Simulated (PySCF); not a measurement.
# How methods differ on the excitation energy of W²⁺

W²⁺ [Xe] 4f14 5d4 (5D) → W²⁺ [Xe] 4f14 5d3 6p1 (high-spin determinant), as a difference of total energies. All numbers are calculated (PySCF 2.14, a scalar-relativistic core potential, in aug-cc-pVTZ-PP with ECP60MDF (6s6p5d3f2g, 88 functions)). Correlated levels: valence: 5s2 5p6 frozen. The calculations carry no spin-orbit coupling.

| method | excitation energy (cm⁻¹) |
| --- | --- |
| UHF | 62553 |
| LDA | 63748 |
| PBE | 63020 |
| PBE0 | 64120 |
| r2SCAN | 63051 |
| BP86 | 62558 |
| B2PLYP | 63423 |
| M06 | 66209 |
| TPSSh | 62593 |
| MP2 (valence) | 64010 |
| SCS-MP2 (valence) | 63039 |

The determinant of the upper state mixes LS terms, which raises its energy above the lowest term, most at the Hartree-Fock and MP2 levels.
